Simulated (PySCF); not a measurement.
**Two-component Hartree-Fock for Rh³⁵⁺ (rhodium, charge +35)**

Start: [Ne]. Calculated with PySCF 2.14 in an even-tempered Gaussian basis (18 s from 3.5 bohr⁻², ratio 2.6; 13 p from 4.6 bohr⁻², ratio 2.6; 6 d from 4.7 bohr⁻², ratio 2.8; 3 f from 110 bohr⁻², ratio 2.8): generalised Hartree-Fock with the X2C-1e Hamiltonian and a Gaussian nucleus; spin-orbit coupling (SO) screened by Boettger's factors.

```tsv
spinor shell	electrons	ε, screened SO (eV)	weight of nominal j (screened SO)	rms radius, screened SO (bohr)
1s1/2	2	-25424.6	1.000	0.0374
2s1/2	2	-5409.2	1.000	0.150
2p1/2	2	-5169.6	1.000	0.130
2p3/2	4	-5017.3	1.000	0.134
```

```json
{"quantity": "E (hartree)", "screened SO": "-3758.65916"}
{"quantity": "M_J", "screened SO": "0"}
{"quantity": "⟨J²⟩", "screened SO": "0.000"}
{"quantity": "⟨L²⟩", "screened SO": "0.004"}
{"quantity": "⟨S²⟩", "screened SO": "0.004"}
```

Breit and QED terms are absent; they matter most for the inner s and p1/2 levels.

Densities and radii are taken from the X2C orbitals without a picture-change correction, which distorts them close to the nucleus.
